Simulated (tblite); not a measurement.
acetonitrile (C₂H₃N), singlet, geometry from GFN2-xTB; tblite with IPEA1-xTB.

The tblite input:
```
$ tblite run mol.xyz --method ipea1 --charge 0 --spin 0 --json tblite.json --no-restart

# file mol.xyz
6

C     -0.01475717     0.01116275    -1.16276182
C      0.00347482    -0.00262846     0.27379184
N      0.01797420    -0.01359621     1.41624111
H     -0.00999740     1.04135020    -1.51688517
H      0.86504779    -0.50670455    -1.54285244
H     -0.91317570    -0.49067797    -1.52013028
```

Task: Write the output that tblite gives for this input, abridged.

Result: 
```
xTB calculator
 | screened Coulomb repulsion
 | Coulomb electrostatics
 |  * isotropic Klopman-Ohno-Mataga-Nishimoto electrostatics
 |  * onsite third-order electrostatics
 | DFT-D3(BJ) dispersion correction

halogen bonding energy    0.0000000000000E+00 Eh
repulsion energy          2.3872842582386E-01 Eh
dispersion energy        -1.1324273365867E-03 Eh
number of electrons       1.6000000000000E+01 e
integral cutoff           4.0000000000000E+01 bohr

------------------------------------------------------------
  cycle        total energy    energy error   density error
------------------------------------------------------------
      1     -9.861461733648  -1.0099058E+01   5.9698127E-01
      2     -9.677489465035   1.8397227E-01   5.9132239E-01
      3     -10.16251384837  -4.8502438E-01   2.8873815E-01
      4     -10.25430794159  -9.1794093E-02   6.0109094E-02
      5     -10.26221231979  -7.9043782E-03   1.6067740E-02
      6     -10.26272872293  -5.1640313E-04   1.1451986E-03
      7     -10.26272391105   4.8118752E-06   1.7334327E-03
      8     -10.26272968951  -5.7784597E-06   3.6830349E-05
      9     -10.26272969109  -1.5785950E-09   9.2890355E-06
------------------------------------------------------------

electronic energy        -1.0500325689576E+01 Eh
total energy             -1.0262729691089E+01 Eh

Post processing:
 | Mayer-Wiberg bond orders

[Info] JSON dump of results written to 'tblite.json'
```
